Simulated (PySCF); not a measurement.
First SCF of a structure search on singlet SiBr₂, at a hand-made linear geometry. PySCF input:

```python
from pyscf import gto, scf, dft
mol = gto.M(atom='''
Si     0.000000     0.000000     0.000000
Br     0.000000     0.000000     2.300000
Br     0.000000     0.000000    -2.300000''',
    basis={'Si': 'def2-TZVP', 'Br': 'def2-TZVP'},
    charge=0, spin=0)
mf = dft.RKS(mol, xc='PBE0')
mf.grids.atom_grid = (50, 194)
aux = {'Si': 'def2-universal-JKFIT', 'Br': 'def2-universal-JKFIT'}
mf = mf.density_fit(auxbasis=aux)
mf.conv_tol = 1e-08
mf.diis_space = 10
mf.max_cycle = 60
mf.init_guess = 'minao'
mf.verbose = 4
mf.kernel()
```

Excerpt of the output (cycles and frontier levels):

```
init E= -5435.11609244415
  HOMO = -0.210854866545585  LUMO = -0.115126104364554  gap/eV = 2.60491
cycle= 1 E= -5437.04146876459  delta_E= -1.93  |g|= 0.45  |ddm|= 2.35
  HOMO = -0.243911175334194  LUMO = -0.170435005558939  gap/eV = 1.99939
cycle= 2 E= -5436.90102055747  delta_E= 0.14  |g|= 0.74  |ddm|= 1.39
  HOMO = -0.23313572001096  LUMO = -0.117708955745086  gap/eV = 3.14092
cycle= 3 E= -5437.0890416653  delta_E= -0.188  |g|= 0.181  |ddm|= 0.886
  HOMO = -0.235174443531871  LUMO = -0.12470842928977  gap/eV = 3.00593
cycle= 4 E= -5437.09393300283  delta_E= -0.00489  |g|= 0.0134  |ddm|= 0.129
  HOMO = -0.236904961002816  LUMO = -0.124945952670648  gap/eV = 3.04656
cycle= 5 E= -5437.09396551277  delta_E= -3.25e-05  |g|= 0.0025  |ddm|= 0.0257
  HOMO = -0.236277930072239  LUMO = -0.124285256577782  gap/eV = 3.04748
cycle= 6 E= -5437.09396730028  delta_E= -1.79e-06  |g|= 0.000594  |ddm|= 0.0041
  HOMO = -0.236307354359459  LUMO = -0.124289867375059  gap/eV = 3.04815
cycle= 7 E= -5437.09396738808  delta_E= -8.78e-08  |g|= 0.000111  |ddm|= 0.000541
  HOMO = -0.236315353055733  LUMO = -0.124301968296347  gap/eV = 3.04804
cycle= 8 E= -5437.09396739151  delta_E= -3.43e-09  |g|= 3.04e-05  |ddm|= 0.000243
  HOMO = -0.23631551836964  LUMO = -0.124307548156414  gap/eV = 3.04789
Extra cycle  E= -5437.09396739088  delta_E= 6.26e-10  |g|= 5.43e-05  |ddm|= 0.000103
converged SCF energy = -5437.09396739088
```

No lower solution of this spin was found from smeared starts or by a stability analysis within the restricted form, which does not test spin polarisation.

The search for the lowest solution, 3 starts and the stability check together, took 14 s on 4 threads of a shared Arm Neoverse V2 host, with 133 basis functions; the process peaked at 0.47 GiB.
